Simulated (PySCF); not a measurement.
SMILES CC(C)c1cccc(C#N)c1 (C₁₀H₁₁N) (GFN2-xTB optimised geometry):

```
22

C     -1.874    -2.284     1.257
C     -2.180    -1.468     0.000
C     -1.880    -2.278    -1.263
C     -1.405    -0.174     0.000
C     -2.068     1.049     0.000
C     -1.370     2.246     0.000
C      0.011     2.247     0.000
C      0.688     1.028     0.000
C      2.102     1.005     0.000
N      3.248     0.983     0.000
C     -0.018    -0.174     0.000
H     -2.487    -3.182     1.278
H     -2.084    -1.700     2.150
H     -0.829    -2.584     1.281
H     -3.248    -1.224     0.003
H     -0.835    -2.576    -1.294
H     -2.492    -3.177    -1.285
H     -2.097    -1.691    -2.153
H     -3.149     1.064     0.000
H     -1.908     3.182     0.000
H      0.568     3.172     0.000
H      0.534    -1.102     0.000
```

Method: PBE/def2-SVP (PySCF).

Q: What are the frontier orbital energies and the dipole moment?

A: HOMO-2 -7.93 eV, HOMO-1 -6.70 eV, HOMO -6.52 eV, LUMO -2.15 eV, LUMO+1 -1.53 eV; dipole moment 4.61 D.

On the same geometry PBE0/def2-SVP in PySCF 2.14.0 gives HOMO-2 -9.39 eV, HOMO-1 -7.76 eV, HOMO -7.56 eV, LUMO -1.34 eV, LUMO+1 -0.63 eV; dipole moment 4.76 D.

Meta-Löwdin charges at PBE/def2-SVP: C1 -0.30, C2 -0.05, C3 -0.30, C4 0.03, C5 -0.10, C6 -0.10, C7 -0.10, C8 -0.02, C9 0.09, N10 -0.20, C11 -0.10, H12 0.10, H13 0.10, H14 0.10, H15 0.09, H16 0.10, H17 0.10, H18 0.10, H19 0.11, H20 0.11, H21 0.12, H22 0.12.
